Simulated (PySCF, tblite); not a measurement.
Energy landscape of Cl₃In, singlet: umbrella (inversion) coordinate, bond length relaxed. Scanned: angle between the In-Cl bonds and the threefold axis (90 = planar). Other coordinates (In-Cl bond length) were minimised at B3LYP/def2-TZVP. Each profile is relative to its own lowest point.

```
a / °     A     B     C
-----  ----  ----  ----
90      0.0   0.0   0.0
93      0.3   0.3   0.2
96      1.3   1.4   0.9
99      3.0   3.2   1.9
102     5.3   5.6   3.4
105     8.4   8.8   5.4
108    12.1  12.7   7.8
111    16.6  17.3  10.7
114    21.8  22.8  14.1
117    27.9  29.1  18.1
120    35.0  36.5  22.8
123    43.2  45.0  28.2
126    52.7  55.0  34.6
129    64.0  66.8  42.0
132    77.4  81.0  50.8
```

Energies in kcal/mol.

Q: Match the curves with the methods B3LYP/def2-TZVP, def2 effective core potentials past Kr run with PySCF; GFN2-xTB, 300 K electronic temperature in tblite; PBE0/def2-TZVP, def2 effective core potentials past Kr (PySCF).

A: A is B3LYP; B is PBE0; C is GFN2-xTB.
